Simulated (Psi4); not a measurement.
H2O2Se, singlet, at a GFN2-xTB geometry; PBE/cc-pVDZ (Psi4).

The Psi4 input:
```
memory 2 GB

molecule {
0 1
  Se    0.09261166   -0.11182991    0.38052706
  O     1.02218261    0.88282702   -0.77958701
  H     0.76709646    1.80999558   -0.74354247
  O    -1.26023194   -0.62985745   -0.66864923
  H    -2.01149812   -0.03153529   -0.60848763
}

set basis cc-pvdz

energy('pbe')
print_variables()
```

What the program printed (banner, timings and long lists left out):

```
   => Loading Basis Set <=

    Name: CC-PVDZ
    Role: ORBITAL
    Keyword: BASIS

         ---------------------------------------------------------
                                   SCF
               by Justin Turney, Rob Parrish, Andy Simmonett
                          and Daniel G. A. Smith
                              RKS Reference
         ---------------------------------------------------------

  ==> Geometry <==

    Molecular point group: c1
    Full point group: C1

    Geometry (in Angstrom), charge = 0, multiplicity = 1:

       Center              X                  Y                   Z               Mass
    ------------   -----------------  -----------------  -----------------  -----------------
         SE           0.072075820821    -0.084631880315     0.328883178729    79.916521800000
         O            1.001646770821     0.910025049685    -0.831230891271    15.994914619570
         H            0.746560620821     1.837193609685    -0.795186351271     1.007825032230
         O           -1.280767779179    -0.602659420315    -0.720293111271    15.994914619570
         H           -2.032033959179    -0.004337260315    -0.660131511271     1.007825032230

  Running in c1 symmetry.

  Rotational constants: A =      0.49794  B =      0.25109  C =      0.17192 [cm^-1]
  Rotational constants: A =  14927.85969  B =   7527.51920  C =   5154.02573 [MHz]
  Nuclear repulsion =  200.394959638646668

  Charge       = 0
  Multiplicity = 1
  Electrons    = 52
  Nalpha       = 26
  Nbeta        = 26

  ==> Algorithm <==

  SCF Algorithm Type is DF.
  DIIS enabled.
  MOM disabled.
  Fractional occupation disabled.
  Guess Type is SAD.
  Energy threshold   = 1.00e-06
  Density threshold  = 1.00e-06
  Integral threshold = 1.00e-12

  ==> Primary Basis <==

  Basis Set: CC-PVDZ
    Blend: CC-PVDZ
    Number of shells: 29
    Number of basis functions: 65
    Number of Cartesian functions: 69
    Spherical Harmonics?: true
    Max angular momentum: 2

  ==> DFT Potential <==

   => LibXC <=

    Version 7.1.2
    S. Lehtola, C. Steigemann, M. J. T. Oliveira, and M. A. L. Marques,  SoftwareX 7, 1–5 (2018) (10.1016/j.softx.2017.11.002)

   => Composite Functional: PBE <=

    PBE GGA Exchange-Correlation Functional

    J.P. Perdew et. al., Phys. Rev. Lett., 77(18), 3865-3868, 1996

    Deriv               =              1
    GGA                 =           TRUE
    Meta                =          FALSE

    Exchange Hybrid     =          FALSE
    MP2 Hybrid          =          FALSE

   => Exchange Functionals <=

    1.0000     XC_GGA_X_PBE

   => Correlation Functionals <=

    1.0000     XC_GGA_C_PBE

   => LibXC Density Thresholds  <==

    XC_GGA_C_PBE:  1.00E-12
    XC_GGA_X_PBE:  1.00E-15

   => Molecular Quadrature <=

    Radial Scheme          =       TREUTLER
    Pruning Scheme         =           NONE
    Nuclear Scheme         =       TREUTLER

    Blocking Scheme        =         OCTREE
    BS radius alpha        =              1
    Pruning alpha          =              1
    Radial Points          =             75
    Spherical Points       =            302
    Total Points           =         107683
    Total Blocks           =            862
    Max Points             =            256
    Max Functions          =             65
    Weights Tolerance      =       1.00E-15

   => Loading Basis Set <=

    Name: (CC-PVDZ AUX)
    Role: JKFIT
    Keyword: DF_BASIS_SCF

  ==> Integral Setup <==

  SCF_SUBTYPE=INCORE selected. In-core MEM_DF algorithm will be used.
  Using in-core AOs.

  ==> MemDFJK: Density-Fitted J/K Matrices <==

    J tasked:                   Yes
    K tasked:                    No
    wK tasked:                   No
    Algorithm:                 Core
    Schwarz Cutoff:           1E-12
    Mask sparsity (%):       0.0000
    Fitting Condition:        1E-10

   => Auxiliary Basis Set <=

  Basis Set: (CC-PVDZ AUX)
    Blend: CC-PVDZ-JKFIT
    Number of shells: 113
    Number of basis functions: 357
    Number of Cartesian functions: 421
    Spherical Harmonics?: true
    Max angular momentum: 3

  Minimum eigenvalue in the overlap matrix is 2.5551428997E-02.
  Reciprocal condition number of the overlap matrix is 7.2051865544E-03.
    Using symmetric orthogonalization.

  ==> Pre-Iterations <==

  SCF Guess: Superposition of Atomic Densities via on-the-fly atomic UHF (no occupation information).

   -------------------------
    Irrep   Nso     Nmo
   -------------------------
     A         65      65
   -------------------------
    Total      65      65
   -------------------------

  ==> Iterations <==

                           Total Energy        Delta E     RMS |[F,P]|

   @DF-RKS iter SAD: -2550.02139020754475   -2.55002e+03   0.00000e+00
   @DF-RKS iter   1: -2552.23980963074928   -2.21842e+00   1.61078e-02 ADIIS/DIIS
   @DF-RKS iter   2: -2551.92711369394101    3.12696e-01   2.04314e-02 ADIIS/DIIS
   @DF-RKS iter   3: -2552.53581242510882   -6.08699e-01   7.09665e-03 ADIIS/DIIS
   @DF-RKS iter   4: -2552.61970059171608   -8.38882e-02   1.55775e-03 ADIIS/DIIS
   @DF-RKS iter   5: -2552.62467396403963   -4.97337e-03   3.82724e-04 ADIIS/DIIS
   @DF-RKS iter   6: -2552.62501015997350   -3.36196e-04   3.89717e-05 DIIS
   @DF-RKS iter   7: -2552.62501389210092   -3.73213e-06   1.40880e-05 DIIS
   @DF-RKS iter   8: -2552.62501437717401   -4.85073e-07   2.35788e-06 DIIS
   @DF-RKS iter   9: -2552.62501439026346   -1.30894e-08   2.86474e-07 DIIS
  Energy and wave function converged.

  ==> Post-Iterations <==

   Electrons on quadrature grid:
      Ntotal   =   51.9999962048 ; deviation = -3.795e-06

    Orbital Energies [Eh]
    ---------------------

    Doubly Occupied:

[...]
    Virtual:

[...]
    Final Occupation by Irrep:
              A
    DOCC [    26 ]
    NA   [    26 ]
    NB   [    26 ]

  @DF-RKS Final Energy: -2552.62501439026346

   => Energetics <=

    Nuclear Repulsion Energy =            200.3949596386466681
    One-Electron Energy =               -3950.1287618131614181
    Two-Electron Energy =                1301.6673299792807939
    DFT Exchange-Correlation Energy =    -104.5585421950289060
    Empirical Dispersion Energy =           0.0000000000000000
    VV10 Nonlocal Energy =                  0.0000000000000000
    Total Energy =                      -2552.6250143902634591

Computation Completed

Properties will be evaluated at   0.000000,   0.000000,   0.000000 [a0]

Properties computed using the SCF density matrix

 Multipole Moments:

 ------------------------------------------------------------------------------------
     Multipole            Electronic (a.u.)      Nuclear  (a.u.)        Total (a.u.)
 ------------------------------------------------------------------------------------

 L = 1.  Multiply by 2.5417464519 to convert [e a0] to [Debye]
 Dipole X            :          1.4516159           -2.0179695           -0.5663537
 Dipole Y            :         -1.7904598            2.6726348            0.8821750
 Dipole Z            :          5.4516052           -5.0748251            0.3767801
 Magnitude           :                                                    1.1139804

 ------------------------------------------------------------------------------------

  Variable Map:
  ----------------------------------------------------------------------------
[...]
  Array Variable Map:
  ----------------------------------------------------------------------------
[...]
[...]
```
